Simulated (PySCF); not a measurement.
Vertical excitations of a molecule C3H9FSi2 from TDA-B3LYP/def2-SVPD (PySCF 2.14.0), as energy in eV (oscillator strength): 7.19 (0.012), 7.27 (0.003), 7.30 (0.011), 7.42 (0.007), 7.49 (0.060), 7.58 (0.034). Lowest triplet (TDA): 6.96 eV. Coordinates come from a r2SCAN-D4/def2-SVP optimisation. The values are those of a single conformer.

Q: Which structure fits?
A) C/C(F)=C\[SiH2][SiH3]
B) C/C(=C\[SiH3])[SiH2]F
C) F[C@]1([SiH3])C[C@H]1[SiH3]
D) F/C([SiH3])=C\C[SiH3]

A: C, F[C@]1([SiH3])C[C@H]1[SiH3]
